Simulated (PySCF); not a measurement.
Geometry:
```json
{"atom": "C1", "x (Å)": "3.886", "y (Å)": "-0.272", "z (Å)": "0.098"}
{"atom": "C2", "x (Å)": "2.816", "y (Å)": "-0.828", "z (Å)": "0.000"}
{"atom": "C3", "x (Å)": "1.527", "y (Å)": "-1.507", "z (Å)": "-0.089"}
{"atom": "N4", "x (Å)": "0.466", "y (Å)": "-0.619", "z (Å)": "-0.495"}
{"atom": "C5", "x (Å)": "0.089", "y (Å)": "0.469", "z (Å)": "0.399"}
{"atom": "C6", "x (Å)": "-1.324", "y (Å)": "0.811", "z (Å)": "-0.083"}
{"atom": "C7", "x (Å)": "-2.278", "y (Å)": "1.305", "z (Å)": "0.990"}
{"atom": "C8", "x (Å)": "-1.674", "y (Å)": "-0.509", "z (Å)": "-0.727"}
{"atom": "N9", "x (Å)": "-0.658", "y (Å)": "-1.258", "z (Å)": "-0.933"}
{"atom": "H10", "x (Å)": "4.838", "y (Å)": "0.221", "z (Å)": "0.176"}
{"atom": "H11", "x (Å)": "1.576", "y (Å)": "-2.315", "z (Å)": "-0.835"}
{"atom": "H12", "x (Å)": "1.308", "y (Å)": "-1.988", "z (Å)": "0.891"}
{"atom": "H13", "x (Å)": "0.803", "y (Å)": "1.301", "z (Å)": "0.344"}
{"atom": "H14", "x (Å)": "0.056", "y (Å)": "0.107", "z (Å)": "1.452"}
{"atom": "H15", "x (Å)": "-1.263", "y (Å)": "1.571", "z (Å)": "-0.887"}
{"atom": "H16", "x (Å)": "-3.284", "y (Å)": "1.479", "z (Å)": "0.578"}
{"atom": "H17", "x (Å)": "-1.930", "y (Å)": "2.255", "z (Å)": "1.425"}
{"atom": "H18", "x (Å)": "-2.369", "y (Å)": "0.571", "z (Å)": "1.805"}
{"atom": "H19", "x (Å)": "-2.665", "y (Å)": "-0.810", "z (Å)": "-1.074"}
```

Geometry: PBE0-D3(BJ)/def2-SVP; GIAO absolute shieldings from PySCF 2.14, gas phase, non-relativistic, averaged over equivalent atoms.

At KT3/pcSseg-1 (203 basis functions, 37 s wall time on 1 thread of an Arm Neoverse V2, shared host):
```json
{"atoms": "C8", "σ (ppm)": "49.4"}
{"atoms": "C2", "σ (ppm)": "108.8"}
{"atoms": "C1", "σ (ppm)": "116.3"}
{"atoms": "C5", "σ (ppm)": "122.3"}
{"atoms": "C3", "σ (ppm)": "135.8"}
{"atoms": "C6", "σ (ppm)": "136.9"}
{"atoms": "C7", "σ (ppm)": "163.8"}
{"atoms": "N9", "σ (ppm)": "-104.9"}
{"atoms": "N4", "σ (ppm)": "107.4"}
{"atoms": "H19", "σ (ppm)": "25.32"}
{"atoms": "H11", "σ (ppm)": "26.81"}
{"atoms": "H13", "σ (ppm)": "27.56"}
{"atoms": "H12", "σ (ppm)": "28.11"}
{"atoms": "H15", "σ (ppm)": "28.26"}
{"atoms": "H10", "σ (ppm)": "29.25"}
{"atoms": "H14", "σ (ppm)": "29.53"}
{"atoms": "H16/H17/H18", "σ (ppm)": "30.14"}
```

Question: Predict the values at PBE0/pcSseg-1 on the same geometry.

Answer: 
| atoms | σ at PBE0/pcSseg-1 | change |
| --- | --- | --- |
| C8 | 38.1 | -11.3 |
| C2 | 100.9 | -7.9 |
| C1 | 106.7 | -9.6 |
| C5 | 123.5 | +1.2 |
| C3 | 138.7 | +2.9 |
| C6 | 140.3 | +3.4 |
| C7 | 166.5 | +2.7 |
| N9 | -134.3 | -29.4 |
| N4 | 112.5 | +5.1 |
| H19 | 25.06 | -0.26 |
| H11 | 26.84 | +0.03 |
| H13 | 27.52 | -0.04 |
| H12 | 28.22 | +0.11 |
| H15 | 28.30 | +0.04 |
| H10 | 29.20 | -0.05 |
| H14 | 29.48 | -0.05 |
| H16/H17/H18 | 30.10 | -0.04 |

The largest change is at N9 (imine nitrogen). Cost: 203 basis functions, 27 s wall time on 1 thread of an Arm Neoverse V2, shared host. The order of the carbon signals is the same at both levels.
